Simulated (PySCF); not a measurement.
Species: C5H14BN.
SMILES: `CCCBN(C)C`

All values: wB97X-D/def2-SVPD (PySCF, non-relativistic), on one gas-phase PBE0-D3(BJ)/def2-SVP geometry that isn't relaxed in the solvent. The solvent is an IEF-PCM continuum (cavity from Bondi-type radii × 1.2), and excitations are vertical TDDFT with non-equilibrium linear response and a frozen core. Only the electrostatic response of the medium enters.

Gas-phase singlets (H = HOMO, L = LUMO):

```
state  E (eV)  λ (nm)      f  leading configuration
   S1   7.007     177  0.122                H→L 70%
   S2   7.027     176  0.173              H→L+1 76%
   S3   7.145     174  0.011            H-1→L+1 78%
   S4   8.125     153  0.008              H→L+3 45%
   S5   8.232     151  0.036              H→L+3 47%
```

Problem. Give the list for cyclohexane (ε = 2.017), n² = 2.04.

Solution. 
```tsv
state	E (eV)	λ (nm)	f	leading configuration	change by rank (eV)
S1	6.890	180	0.362	H→L+1 83%	-0.117
S2	7.001	177	0.007	H→L 70%	-0.026
S3	7.122	174	0.004	H-1→L+1 78%	-0.023
S4	8.131	152	0.017	H→L+3 52%	+0.006
S5	8.204	151	0.040	H→L+3 38%	-0.028
```

Problem. How do the frontier levels move from gas to cyclohexane?

Solution. 
| orbital | gas (eV) | solvent (eV) | change (eV) |
| --- | --- | --- | --- |
| LUMO+2 | 2.78 | 2.83 | +0.05 |
| LUMO+1 | 2.22 | 2.23 | +0.01 |
| LUMO | 2.10 | 2.15 | +0.05 |
| HOMO | -9.04 | -8.97 | +0.07 |
| HOMO-1 | -10.04 | -10.03 | +0.01 |
| HOMO-2 | -10.80 | -10.77 | +0.03 |
| HOMO-3 | -11.22 | -11.19 | +0.03 |

The HOMO–LUMO gap goes from 11.14 to 11.12 eV.

The values belong to the conformer `[CH3:1][CH2:2][CH2:3][BH:4][N:5]([CH3:6])[CH3:7]`: C1–C2–C3–B4 -176°, C2–C3–B4–N5 -89°, C3–B4–N5–C6 178°.
